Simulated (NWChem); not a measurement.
Species: SiH3TeOCl; SMILES [Te](Cl)O[SiH3]

```xyz
7

Te    -0.6412     0.5504    -0.0442
Cl     1.5453     1.4571     0.0370
O     -0.2703    -1.2543     0.6722
Si     0.5045    -2.4853    -0.1772
H     -0.1532    -2.7006    -1.5021
H      0.3789    -3.7064     0.6659
H      1.9431    -2.1537    -0.3931
```
Atoms are numbered in this order, from 1.

Program: NWChem. All runs use the structure optimised with PBE0/def2-SVP. Not confirmed as a minimum by frequencies. def2 effective core potentials on Te; no spin-orbit coupling. Ions are spin-unrestricted doublets at the neutral geometry; other ion states weren't tried.

For level PBE/def2-SVP:

```yaml
vertical ionisation energy, ΔSCF (eV): 8.25
"−ε(HOMO) (eV)": 5.16
```

Task: How do the values read with level CAM-B3LYP/def2-SVP instead?

Result: 
| Quantity | Value |
|---|---|
| vertical ionisation energy, ΔSCF (eV) | 8.67 |
| −ε(HOMO) (eV) | 7.62 |
